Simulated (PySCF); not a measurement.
Compound: perfluorobutane, C4F10.
Atom-mapped SMILES: `[F:1][C:2]([F:3])([F:4])[C:5]([F:6])([F:7])[C:8]([F:9])([F:10])[C:11]([F:12])([F:13])[F:14]`

The calculation used PBE0-D3(BJ)/def2-SVP geometry optimisation, gas phase in PySCF.

Q: What internal coordinates does the optimisation give?

A: 
| bond | length (Å) | order |
| --- | --- | --- |
| F1–C2 and 5 like bonds | 1.324 | single |
| C2–C5, C8–C11 | 1.546 | single |
| C5–F6 and 3 like bonds | 1.337 | single |
| C5–C8 | 1.552 | single |

Bonds in one row agree within 0.01 Å and their mean is given. Orders are formal, as drawn. A selection of angles:
| angle | degrees |
| --- | --- |
| F1–C2–F3 | 108.8 |
| F1–C2–C5 | 108.8 |
| F4–C2–C5 | 110.7 |
| C2–C5–F6 | 107.8 |
| C2–C5–C8 | 117.6 |
| F6–C5–F7 | 109.2 |
| F6–C5–C8 | 108.5 |
| F7–C5–C8 | 106.1 |

Dihedral angles: F1–C2–C5–F6 -68° (synclinal); C2–C5–C8–F9 -66° (synclinal); C5–C8–C11–F12 -71° (synclinal). The mirror-image conformer, all signs reversed, is as good.

Of the pairs four or more bonds apart, F3···F12 is among the closest relative to their van der Waals radii: 2.72 Å, 92 % of the sum of Bondi's values.

Point group: C2 (tolerance 0.08 Å). PBE0-D3(BJ)/def2-SVP frequencies: not computed here. The numbers are those of one conformer.

Hardware: one thread of an Arm Neoverse N1, no GPU (shared host). Cost: 5.1 min of wall time, 0.91 GiB resident at most. This is the geometry optimisation.
